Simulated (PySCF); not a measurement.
Two-component Hartree-Fock for Cs⁴¹⁺ (caesium, charge +41)

Start: [Ne] 3s2 3p2; 3p1/2 filled at m_j = -1/2, +1/2. Calculated with PySCF 2.14 in an uncontracted even-tempered set (18 s from 8.9 bohr⁻², ratio 2.4; 14 p from 12 bohr⁻², ratio 2.4; 4 d from 41 bohr⁻², ratio 2.6; 4 f from 61 bohr⁻², ratio 2.6): generalised Hartree-Fock with the X2C-1e Hamiltonian and a Gaussian nucleus; one run each with spin-orbit coupling (SO) switched off, then screened by Boettger's factors.

| spinor shell | electrons | ε, spin-free (eV) | ε, screened SO (eV) | weight of nominal j (screened SO) | rms radius, screened SO (bohr) |
| --- | --- | --- | --- | --- | --- |
| 1s1/2 | 2 | -38741.2 | -38731.7 | 1.000 | 0.0298 |
| 2s1/2 | 2 | -8221.9 | -8217.3 | 1.000 | 0.119 |
| 2p1/2 | 2 | -7639.0 | -7895.2 | 1.000 | 0.102 |
| 2p3/2 | 4 | -7639.0 | -7519.2 | 1.000 | 0.108 |
| 3s1/2 | 2 | -3230.0 | -3228.0 | 1.000 | 0.287 |
| 3p1/2 | 2 | -3068.7 | -3120.9 | 1.000 | 0.274 |

| quantity | spin-free | screened SO |
| --- | --- | --- |
| E (hartree) | -6268.83467 | -6275.32897 |
| M_J | 0 | 0 |
| ⟨J²⟩ | 2.001 | 0.000 |
| ⟨L²⟩ | 2.000 | 1.339 |
| ⟨S²⟩ | 2.000 | 1.339 |

Breit and QED terms are absent; they matter most for the inner s and p1/2 levels.

Densities and radii are taken from the X2C orbitals without a picture-change correction, which distorts them close to the nucleus.

Without spin-orbit coupling the j labels of p, d and f shells carry no meaning; the spin-free column gives the mean over the occupied spinors of each nl shell.
